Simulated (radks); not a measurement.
Ionisation ladder of cerium, from Ce37+ to Ce45+. Each ion is in the ground configuration listed by NIST, and IE = E(next ion) - E(this ion). Method: Dirac Kohn-Sham, BLYP, spin-unpolarised, spherical densities, point nucleus; open shells fill j = l - 1/2 first; computed with a radial shooting solver on a logarithmic mesh with Libxc functionals.

| species | configuration | E (hartree) | IE, Delta-SCF (eV) | IE, NIST (eV) | kind | error (eV) |
|---|---|---|---|---|---|---|
| Ce37+ | [Ar] 3d3 | -7826.3948 | 2601.7 | 2600 | theory | +1.7 |
| Ce38+ | [Ar] 3d2 | -7730.7857 | 2704.1 | 2706 | theory | -1.9 |
| Ce39+ | [Ar] 3d1 | -7631.4129 | 2807.8 | 2806 | theory | +1.8 |
| Ce40+ | [Ar] | -7528.2264 | 3092.6 | 3087 | theory | +5.6 |
| Ce41+ | [Ne] 3s2 3p5 | -7414.5764 | 3184.3 | 3176 | theory | +8.3 |
| Ce42+ | [Ne] 3s2 3p4 | -7297.5558 | 3276.6 | 3274 | theory | +2.6 |
| Ce43+ | [Ne] 3s2 3p3 | -7177.1440 | 3369.3 | 3366 | theory | +3.3 |
| Ce44+ | [Ne] 3s2 3p2 | -7053.3242 | 3581.8 | 3570 | theory | +11.8 |
| Ce45+ | [Ne] 3s2 3p1 | -6921.6964 | 3678.5 | 3672 | theory | +6.5 |

Reference values: NIST Atomic Spectra Database (exp. = measured, semi-emp. = semi-empirical, theory = theoretical value adopted there). The ionisation energy per charge of the ion left behind rises most, in proportion, at Ce40+ ([Ar]), from 70.196 to 75.429 eV. Spin polarisation and multiplet splitting are left out, so open shells lie too high by an amount that depends on their filling.

Beside tabulated values, note that spin-unpolarised runs miss the spin-polarisation part of the exchange energy of open shells.
